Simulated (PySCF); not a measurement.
PySCF input for Al(Me)(OH)(SMe) (C2H7AlOS), SMILES [S](C)[Al]([CH3])[OH], TPSSh-D3(BJ)/def2-SVP. Coordinates come from a TPSSh-D3(BJ)/def2-SVP optimisation. The values are those of a single conformer.

```python
import numpy as np
from pyscf import gto, scf, dft, df
from pyscf.hessian import thermo

mol = gto.M(
    atom='''
    Al   -0.12727344   -0.77871569   -0.00000000
    C     0.80452034   -2.49762792   -0.00000000
    H     1.89889206   -2.36253079   -0.00000000
    H     0.54245997   -3.10017934   -0.88752746
    H     0.54245998   -3.10017934    0.88752746
    O    -1.83167140   -0.57697559    0.00000000
    H    -2.49008155   -1.28024477    0.00000001
    S     0.96545464    1.10819312    0.00000000
    C    -0.40913626    2.34266634   -0.00000000
    H    -1.38640594    1.84287528    0.00000000
    H    -0.30948866    2.96902356   -0.89666569
    H    -0.30948867    2.96902356    0.89666568
    ''',
    basis='def2-SVP',
    charge=0,
    spin=0,
    max_memory=1600,
    verbose=3,
)
mf = dft.RKS(mol, xc='tpssh').density_fit(auxbasis='def2-universal-jkfit')
mf.disp = 'd3bj'
mf.grids.level = 4
mf.conv_tol = 1e-11
mf.max_cycle = 100
mf.kernel()

# [left out here: the lines that compute and print the analytic Hessian (its translational invariance restored by hand, since the grid's response is missing), thermochemistry and intensities]
```

Output:

```
converged SCF energy = -796.107186212846

WARN: MGGA Hessian is sensitive to dft grids. grids.level 4 may not be dense enough.


WARN: DFTD3 does not support analytical Hessian, using finite difference


WARN: Mole.unit (angstrom) is changed to Bohr

Mode                                 0                   1                   2
Irrep
Freq [cm^-1]                       46.8440             73.7424            103.3135
Reduced mass [au]                   1.1071              2.1773              1.1701
Force const [Dyne/A]                0.0014              0.0070              0.0074
Char temp [K]                      67.3980            106.0990            148.6451
Normal mode                   x     y     z       x     y     z       x     y     z
       0  Al                 0.00 -0.00  0.02   -0.00 -0.00 -0.01    0.00 -0.00  0.03
       1   C                -0.00 -0.00 -0.04    0.00  0.00  0.09   -0.00 -0.00 -0.05
       2   H                -0.00 -0.00  0.46    0.00  0.00  0.30   -0.00 -0.00 -0.12
       3   H                 0.38  0.27 -0.34    0.17  0.03  0.02   -0.06  0.03 -0.05
       4   H                -0.38 -0.27 -0.34   -0.17 -0.03  0.02    0.06 -0.03 -0.05
       5   O                 0.00  0.00  0.04   -0.00 -0.00 -0.05    0.00 -0.00  0.04
       6   H                 0.00  0.00  0.06   -0.00 -0.00 -0.01    0.00 -0.00 -0.02
       7   S                -0.00  0.00  0.01   -0.00 -0.00 -0.08   -0.00  0.00  0.01
       8   C                -0.00 -0.00 -0.05    0.00  0.00  0.14    0.00  0.00 -0.07
       9   H                -0.00 -0.00 -0.01    0.00  0.00 -0.05    0.00  0.00 -0.59
      10   H                -0.01 -0.06 -0.09    0.06  0.21  0.29    0.35  0.29  0.17
      11   H                 0.01  0.06 -0.09   -0.06 -0.21  0.29   -0.35 -0.29  0.17
Mode                                 3                   4                   5
Irrep
Freq [cm^-1]                      120.9052            181.6267            205.5591
Reduced mass [au]                   3.3426              3.2753              4.9677
Force const [Dyne/A]                0.0288              0.0637              0.1237
Char temp [K]                     173.9557            261.3204            295.7538
Normal mode                   x     y     z       x     y     z       x     y     z
       0  Al                -0.06 -0.01 -0.00   -0.03 -0.01 -0.00   -0.00 -0.00  0.15
       1   C                 0.10  0.08 -0.00    0.09  0.06  0.00    0.00  0.00 -0.05
       2   H                 0.08  0.23  0.00    0.07  0.23  0.00    0.00  0.00 -0.17
       3   H                 0.18  0.04 -0.00    0.18  0.02 -0.00   -0.11  0.14 -0.12
       4   H                 0.18  0.04  0.00    0.18  0.02  0.00    0.11 -0.14 -0.12
       5   O                -0.07 -0.07  0.00   -0.02  0.14  0.00   -0.00  0.00 -0.10
       6   H                -0.05 -0.08  0.00   -0.11  0.23  0.00   -0.00  0.00 -0.15
       7   S                -0.01 -0.04  0.00    0.01 -0.05  0.00    0.00 -0.00 -0.04
       8   C                 0.11  0.09 -0.00   -0.05 -0.11 -0.00    0.00 -0.00  0.02
       9   H                 0.06  0.19 -0.00   -0.02 -0.17 -0.00    0.00 -0.00  0.09
      10   H                 0.17  0.08  0.00   -0.08 -0.11  0.00   -0.06 -0.03 -0.01
      11   H                 0.17  0.08 -0.00   -0.08 -0.11 -0.00    0.06  0.03 -0.01
Mode                                 6                   7                   8
Irrep
Freq [cm^-1]                      241.0958            298.2037            453.5203
Reduced mass [au]                   5.1744              1.1022              6.7022
Force const [Dyne/A]                0.1772              0.0577              0.8122
Char temp [K]                     346.8831            429.0488            652.5148
Normal mode                   x     y     z       x     y     z       x     y     z
       0  Al                 0.03 -0.08  0.00   -0.00 -0.00  0.00    0.05  0.06 -0.00
       1   C                 0.05 -0.08 -0.00    0.00 -0.00 -0.00   -0.04  0.11  0.00
       2   H                 0.05 -0.07 -0.00    0.00  0.00 -0.03   -0.03 -0.03  0.00
       3   H                 0.05 -0.08 -0.00   -0.03  0.03 -0.02   -0.12  0.14  0.00
       4   H                 0.05 -0.08  0.00    0.03 -0.03 -0.02   -0.12  0.14 -0.00
       5   O                 0.06  0.10 -0.00    0.00  0.00 -0.07    0.07  0.00  0.00
       6   H                -0.09  0.23 -0.00   -0.00  0.00  0.95    0.14 -0.06  0.00
       7   S                -0.09 -0.00 -0.00   -0.00 -0.00  0.01   -0.07 -0.09  0.00
       8   C                 0.02  0.10  0.00   -0.00  0.00 -0.00    0.02 -0.02  0.00
       9   H                -0.02  0.17  0.00   -0.00  0.00 -0.03   -0.02  0.05  0.00
      10   H                 0.08  0.09 -0.00    0.02  0.01  0.01    0.07 -0.03  0.00
      11   H                 0.08  0.09  0.00   -0.02 -0.01  0.01    0.07 -0.03 -0.00
Mode                                 9                  10                  11
Irrep
[...]
      11   H                 0.42 -0.28  0.16   -0.01  0.00  0.00    0.00  0.00 -0.00
Mode                                21                  22                  23
Irrep
Freq [cm^-1]                     1477.0228           1482.0569           3017.4090
Reduced mass [au]                   1.0530              1.0559              1.0358
Force const [Dyne/A]                1.3535              1.3665              5.5565
Char temp [K]                    2125.1069           2132.3499           4341.3798
Normal mode                   x     y     z       x     y     z       x     y     z
       0  Al                -0.00  0.00 -0.00    0.00 -0.00 -0.00    0.00 -0.00 -0.00
       1   C                 0.00 -0.00  0.00   -0.00 -0.00 -0.00   -0.02  0.05 -0.00
       2   H                 0.00  0.00 -0.00   -0.00 -0.00  0.00    0.50  0.08 -0.00
       3   H                -0.00 -0.00  0.00   -0.00 -0.00  0.00   -0.15 -0.31 -0.48
       4   H                -0.00 -0.00 -0.00    0.00  0.00  0.00   -0.15 -0.31  0.48
       5   O                -0.00 -0.00  0.00    0.00  0.00  0.00   -0.00  0.00  0.00
       6   H                 0.00 -0.00  0.00   -0.00  0.00  0.00   -0.00 -0.00 -0.00
       7   S                -0.00 -0.00  0.00    0.00  0.00  0.00   -0.00  0.00  0.00
       8   C                -0.04 -0.05  0.00    0.00  0.00  0.06   -0.00  0.00  0.00
       9   H                 0.12 -0.33 -0.00   -0.00  0.00 -0.73    0.00  0.00  0.00
      10   H                 0.23  0.47  0.37   -0.44 -0.08 -0.07   -0.00 -0.00  0.00
      11   H                 0.23  0.47 -0.37    0.44  0.08 -0.07   -0.00 -0.00 -0.00
Mode                                24                  25                  26
Irrep
Freq [cm^-1]                     3052.6546           3100.7507           3116.6449
Reduced mass [au]                   1.0289              1.0990              1.1004
Force const [Dyne/A]                5.6489              6.2255              6.2977
Char temp [K]                    4392.0903           4461.2899           4484.1581
Normal mode                   x     y     z       x     y     z       x     y     z
       0  Al                 0.00  0.00 -0.00    0.00  0.00 -0.00    0.00  0.00  0.00
       1   C                -0.00  0.00 -0.00    0.00  0.00 -0.09    0.08  0.04  0.00
       2   H                 0.00  0.00 -0.00   -0.00 -0.00 -0.02   -0.81 -0.10  0.00
       3   H                -0.00 -0.00 -0.00    0.16  0.37  0.53   -0.07 -0.18 -0.28
       4   H                -0.00 -0.00  0.00   -0.16 -0.37  0.53   -0.07 -0.18  0.28
       5   O                 0.00  0.00  0.00   -0.00 -0.00  0.00   -0.00  0.00 -0.00
       6   H                 0.00 -0.00 -0.00    0.00  0.00 -0.00   -0.00  0.00 -0.00
       7   S                -0.00  0.00  0.00   -0.00 -0.00 -0.00   -0.00 -0.00  0.00
       8   C                 0.03 -0.03  0.00   -0.00  0.00 -0.00    0.00 -0.00 -0.00
       9   H                -0.47 -0.26  0.00    0.00  0.00 -0.00   -0.00 -0.00 -0.00
      10   H                 0.07  0.32 -0.48   -0.00 -0.00  0.00   -0.00  0.00 -0.00
      11   H                 0.07  0.32  0.48    0.00  0.00  0.00   -0.00  0.00  0.00
Mode                                27                  28                  29
Irrep
Freq [cm^-1]                     3159.9039           3172.0988           3895.4158
Reduced mass [au]                   1.1084              1.1092              1.0680
Force const [Dyne/A]                6.5205              6.5758              9.5488
Char temp [K]                    4546.3982           4563.9439           5604.6360
Normal mode                   x     y     z       x     y     z       x     y     z
       0  Al                 0.00  0.00 -0.00    0.00  0.00 -0.00    0.00 -0.00 -0.00
       1   C                 0.00 -0.00  0.00   -0.00 -0.00  0.00    0.00  0.00  0.00
       2   H                -0.00 -0.00 -0.00   -0.00  0.00  0.00    0.00 -0.00 -0.00
       3   H                 0.00  0.00  0.00    0.00  0.00  0.00    0.00 -0.00 -0.00
       4   H                -0.00 -0.00  0.00    0.00  0.00 -0.00    0.00 -0.00  0.00
       5   O                -0.00 -0.00 -0.00   -0.00 -0.00  0.00   -0.04 -0.04  0.00
       6   H                 0.00  0.00  0.00   -0.00  0.00 -0.00    0.67  0.69  0.00
       7   S                 0.00 -0.00 -0.00    0.00  0.00  0.00    0.00  0.00  0.00
       8   C                -0.00 -0.00  0.09   -0.06 -0.06 -0.00    0.00  0.00 -0.00
       9   H                 0.00  0.00  0.02    0.70  0.37 -0.00   -0.00 -0.00 -0.00
      10   H                 0.08  0.38 -0.54    0.03  0.20 -0.31   -0.00  0.00 -0.00
      11   H                -0.08 -0.38 -0.54    0.03  0.20  0.31   -0.00  0.00  0.00
temperature 298.1500 [K]
pressure 101325.00 [Pa]
Rotational constants [GHz] 4.63626 1.99346 1.41918
Symmetry number 1
Zero-point energy (ZPE) 0.08817 [Eh]   231502.412 [J/mol]
                           tot       elec      trans        rot        vib
Entropy [J/mol/K]       392.487      0.000    166.921    115.462    110.104
Cv [J/mol/K]            121.414      0.000     12.472     12.472     96.471
Cp [J/mol/K]            129.728      0.000     20.786     12.472     96.471
Internal energy [J/mol]                      3718.434   3718.434 247958.603
Internal energy [Eh]   -796.00991  -796.10719
Enthalpy [J/mol]                             6197.391   3718.434 247958.603
Enthalpy [Eh]          -796.00897
Gibbs free energy [J/mol]                  -43570.024 -30706.581 215130.955
Gibbs free energy [Eh] -796.05354
static polarisability / bohr^3: [[60.294 -2.624 -0.   ]
 [-2.625 83.445 -0.   ]
 [ 0.    -0.    48.481]]
largest difference of analytic and finite-field dipole derivatives / e: 0.0019174545468438886
mode   freq/cm-1   IR/(km/mol)   Raman/(A^4/amu)   depolarisation
   1       46.84         0.123             0.047            0.750
   2       73.74         3.457             0.148            0.750
   3      103.31         0.533             0.238            0.750
   4      120.91         1.879             0.158            0.748
   5      181.63         9.177             2.855            0.694
   6      205.56        17.276             0.517            0.750
   7      241.10         6.265             4.602            0.497
   8      298.20       114.161             1.532            0.750
   9      453.52        19.887            19.257            0.089
  10      523.87       143.553             2.858            0.311
  11      644.86        49.422             3.759            0.175
  12      652.08        43.416             2.497            0.750
  13      693.17         7.881            13.377            0.312
  14      706.23       154.155             0.760            0.726
  15      867.15       110.191             2.128            0.292
  16      966.58         4.406             2.479            0.750
  17      986.41         7.031             4.635            0.737
  18     1233.11        15.475             1.966            0.019
  19     1340.11        13.597             3.519            0.743
  20     1444.31         1.049            12.407            0.745
  21     1447.55         1.516             9.000            0.750
  22     1477.02         4.577            20.990            0.708
  23     1482.06         3.811            13.059            0.750
  24     3017.41         6.832           149.649            0.007
  25     3052.65        32.900           164.831            0.036
  26     3100.75         7.789           106.147            0.750
  27     3116.64         6.897            95.197            0.750
  28     3159.90         6.352           110.191            0.750
  29     3172.10         0.092            48.321            0.675
  30     3895.42        84.981           147.533            0.293
max |gradient| / (hartree/bohr): 1.2840532426546013e-05
APT charges: [ 1.355  -0.3868  0.018  -0.0022 -0.0022 -0.8585  0.2968 -0.5286  0.1245
  0.0269 -0.0214 -0.0214]
```

Self-consistency was reached.

Cost: roughly 14 core-minutes.
